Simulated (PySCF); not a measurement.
Job for PySCF: R-M06-2X/6-31G* on CH5F (a complex).

```python
from pyscf import gto, scf, dft, mp
from pyscf.data.elements import chemcore

mol = gto.M(
    atom='''
    C    -0.44483365   -0.67094045   -0.35147418
    F    -0.20248953    0.62266990    0.09831044
    H     0.10371682   -0.82652412   -1.28111512
    H    -0.10544192   -1.37532102    0.40875581
    H    -1.51571776   -0.78801950   -0.52142529
    H     0.21867402    0.27827770    2.58431032
    H     0.30903053   -0.04794643    3.24780149
    ''',
    basis='6-31g*',
    cart=True,
    charge=0, spin=0, verbose=3, max_memory=1800)
mf = dft.RKS(mol, xc='m062x')
mf.conv_tol = 1e-8
mf.max_cycle = 100
mf.kernel()
if not mf.converged:
    mf = mf.newton().run(mf.mo_coeff, mf.mo_occ)
```

Task: Predict the final total energy.

Result: -140.8369 hartree.
